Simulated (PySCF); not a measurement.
Two species compared at the same levels of theory.

First species: C6H9FSSi.
Atom-mapped SMILES: `[CH2:1]=[C:2]1[CH2:3][C:4]([F:5])=[C:6]([S:7][SiH3:8])[CH2:9]1` (hydrogens: H10, H11 on C1; H12, H13 on C3; H14, H15, H16 on Si8; H17, H18 on C9)

Geometry (GFN2-xTB, Å), atoms numbered from 1 in this order:
```xyz
18
C6H9FSSi angstrom
C     -3.1174    0.6527   -0.1348
C     -1.8351    0.3377   -0.1364
C     -1.2665   -1.0137    0.2193
C      0.2025   -0.7945    0.0474
F      1.0607   -1.8156    0.2854
C      0.5322    0.4326   -0.3391
S      2.0958    1.1507   -0.6656
Si     3.5250   -0.4316   -0.2974
C     -0.7052    1.2716   -0.4961
H     -3.8768   -0.0627    0.1296
H     -3.4566    1.6394   -0.3984
H     -1.5138   -1.3055    1.2444
H     -1.6375   -1.8023   -0.4423
H      3.4279   -0.8162    1.1010
H      4.7566    0.2848   -0.5923
H      3.2662   -1.5102   -1.2375
H     -0.7960    1.6451   -1.5190
H     -0.6709    2.1439    0.1612
```

Second species: C7H8S.
Structure used (GFN2-xTB), in Å, numbered top down from 1:
```xyz
16
C7H8S angstrom
S     -2.7267   -0.6013   -1.3525
C     -1.8348   -0.8975    0.2321
C     -0.4543   -0.3335    0.1845
C      0.5708   -1.0359   -0.4385
C      1.8444   -0.5025   -0.5072
C      2.1082    0.7401    0.0450
C      1.0910    1.4497    0.6601
C     -0.1847    0.9180    0.7248
H     -2.5773    0.7215   -1.3479
H     -1.8263   -1.9817    0.3339
H     -2.4326   -0.4585    1.0304
H      0.3634   -2.0031   -0.8728
H      2.6336   -1.0574   -0.9930
H      3.1043    1.1545   -0.0046
H      1.2903    2.4208    1.0893
H     -0.9770    1.4757    1.2049
```

Levels: PBE0/pcSseg-1 for dipole moment, HOMO energy, LUMO energy and HOMO–LUMO gap; GFN2-xTB for rotational constant A and rotational constant C. Geometries: GFN2-xTB. All species are isolated and taken at one optimised geometry, non-relativistic unless stated. Electronic properties by PySCF.

Dipoles, sizes and rotational constants follow the conformer. The torsions of the flexible species, by atom-mapped SMILES:
- `[CH2:1]=[C:2]1[CH2:3][C:4]([F:5])=[C:6]([S:7][SiH3:8])[CH2:9]1`: C4–C6–S7–Si8 0°
- `[SH:1][CH2:2][c:3]1[cH:4][cH:5][cH:6][cH:7][cH:8]1`: S1–C2–C3–C4 -81°, H–S1–C2–C3 -56°

| property | column X | column Y |
| --- | --- | --- |
| dipole moment | 1.58 D | 1.13 D |
| HOMO energy | -6.69 eV | -6.25 eV |
| LUMO energy | -0.52 eV | -0.04 eV |
| HOMO–LUMO gap | 6.17 eV | 6.21 eV |
| rotational constant A | 4.121 GHz | 2.598 GHz |
| rotational constant C | 0.919 GHz | 0.568 GHz |

Q: Which column belongs to which species?

A: Column X is the second species and column Y the first. The first has 18 atoms and 84 electrons, the second 16 and 66.

Q: How does each property change from the first species to the second?

A: dipole moment +0.45 D; HOMO energy -0.44 eV; LUMO energy -0.48 eV; HOMO–LUMO gap -0.04 eV; rotational constant A +1.523 GHz; rotational constant C +0.351 GHz.

On the first: The dipole equals about 3.8 × 10⁻³⁰ C·m (1 D = 3.33564 × 10⁻³⁰ C·m). A dipole of 1.13 D is allowed in Cs, and pure rotational transitions are dipole-allowed.

On the second: In atomic units the dipole is 0.62 e·bohr (1 au = 2.5417 D).
